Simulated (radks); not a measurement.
Polarisability of the rhodium ion Rh2+, [Kr] 4d7, at imaginary frequency. All-electron calculation, scalar-relativistic Kohn-Sham, PBE, spin-polarised, spherical densities, finite nucleus; open shells are filled with parallel spins first (spin-orbit coupling, left out, can overturn this in heavy ions); Fermi nuclear charge, rms radius 4.4945 fm. Program: a radial shooting solver on a logarithmic mesh with Libxc functionals. Response by self-consistent Sternheimer equations with the Hartree and adiabatic LDA kernel, the relativistic mass of each level held fixed and spin-orbit coupling left out.

| w (hartree) | alpha1(iw) (bohr^3) |
|---|---|
| 0.00266 | 7.721 |
| 0.0143 | 7.717 |
| 0.0360 | 7.699 |
| 0.0697 | 7.639 |
| 0.118 | 7.494 |
| 0.186 | 7.199 |
| 0.280 | 6.687 |
| 0.413 | 5.927 |
| 0.605 | 4.958 |
| 0.892 | 3.859 |
| 1.35 | 2.719 |
| 2.12 | 1.649 |
| 3.59 | 0.7985 |
| 6.94 | 0.2841 |
| 17.5 | 0.06570 |

Static values: alpha1 = 7.721 bohr^3 (1.144 angstrom^3; uncoupled 11.46). C6 = 41.12, triple-dipole C9 = 216.7 atomic units. One-pole (London) frequency 4 C6 / (3 alpha1^2) = 0.920 hartree, against 0.899 for minus the highest occupied eigenvalue.
